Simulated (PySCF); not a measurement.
A species of formula C6H18N2Si has this rotational fingerprint, computed with PySCF 2.14.0, PBE0-D3(BJ)/def2-SVP geometry optimisation, gas phase:

| Item | Value |
| --- | --- |
| Rotational constants | A = 1591, B = 1053, C = 944.1 MHz |
| Dipole components | \|μa\| = 0.00 D, \|μb\| = 0.14 D, \|μc\| = 0.00 D |
| Inertial defect | -262.07 u·Å² |
| κ | -0.66 |

Problem. Which structure is it? (One computed conformer of each.)
A. Si(NMeEt)2H2 (`[H][Si]([H])(N(C)CC)N(C)CC`)
B. `CC(C)N[SiH2]NC(C)C` (SiH2(NHiPr)2)
C. Si(NMe2)2Me2, `CN(C)[Si](C)(C)N(C)C`
D. SiMe2(NHEt)2, `CCN[Si](C)(C)NCC`

Solution. C. It is CN(C)[Si](C)(C)N(C)C, an asymmetric top, point group C2. The candidates at the same level (rigid rotor, commonest isotopes):

```tsv
SMILES	A (MHz)	B (MHz)	C (MHz)	μa (D)	μb (D)	μc (D)	Δ (u·Å²)	point group	rotor
CN(C)[Si](C)(C)N(C)C	1591	1053	944.1	0.00	0.14	0.00	-262.07	C2	asymmetric top
[H][Si]([H])(N(C)CC)N(C)CC	3020	622.5	591.5	0.00	0.85	0.00	-124.84	C2	near-prolate asymmetric top
CCN[Si](C)(C)NCC	1634	833.7	699.0	0.11	0.11	0.54	-192.39	C1	asymmetric top
[H][Si]([H])(NC(C)C)NC(C)C	3242	529.5	500.2	0.00	0.00	1.06	-100.02	C2	near-prolate asymmetric top
```

`CCN[Si](C)(C)NCC` has C 26 % too low; `[H][Si]([H])(NC(C)C)NC(C)C` has A 104 % too high; `[H][Si]([H])(N(C)CC)N(C)CC` has A 90 % too high. In the right answer the symmetry axis of this C2 structure is b, so μa and μc vanish by symmetry. No structure here is proved a minimum.
